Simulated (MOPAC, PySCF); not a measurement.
H$_{2}$Br$_{2}$Si, SMILES `Br[SiH2]Br`, neutral singlet in the gas phase. 

Z-matrix (Å, degrees):
```
Si
H 1 1.4752
H 1 1.4752 2 112.48
Br 1 2.2108 2 108.32 3 -119.70
Br 1 2.2108 2 108.32 3 119.70
```
Charge 0, spin multiplicity 1.

All levels are single points at this geometry (r2SCAN-D4/def2-TZVP); Pople sets use spherical d functions. Orbital energies aren't observables, and empty levels follow the basis.

| level | HOMO (eV) | LUMO (eV) | gap (eV) | dipole (D) | vertical IE, Delta-SCF (eV) |
|---|---|---|---|---|---|
| PBE-D3(BJ)/def2-TZVP in PySCF | -7.34 | -1.54 | 5.80 | 0.97 | 10.18 |
| r2SCAN-D4/def2-TZVP in PySCF | -7.69 | -1.21 | 6.48 | 1.04 | 10.45 |
| B3LYP/6-311+G** (LANL2DZ on Br) in PySCF | -8.39 | -0.98 | 7.42 | 1.65 | – |
| B3LYP/6-31G* in PySCF | -8.32 | -0.90 | 7.42 | 1.40 | 10.58 |
| BP86/6-31G* in PySCF | -7.42 | -1.67 | 5.75 | 1.31 | – |
| M06-2X/6-31G* in PySCF | -9.85 | 0.05 | 9.90 | 1.62 | – |
| PBE/6-31G* in PySCF | -7.31 | -1.58 | 5.72 | 1.29 | 10.19 |
| HF/3-21G in PySCF | -11.35 | 2.81 | 14.16 | 2.12 | – |
| HF/6-31G* in PySCF | -11.54 | 2.70 | 14.24 | 1.70 | 11.07 |
| HF/STO-3G in PySCF | -8.66 | 7.81 | 16.47 | 2.25 | – |
| AM1 in MOPAC | -11.12 | -1.56 | 9.56 | 1.88 | – |
| PM3 in MOPAC | -11.30 | -2.07 | 9.23 | 2.96 | – |
| PM6 in MOPAC | -10.68 | -1.21 | 9.47 | 1.46 | – |
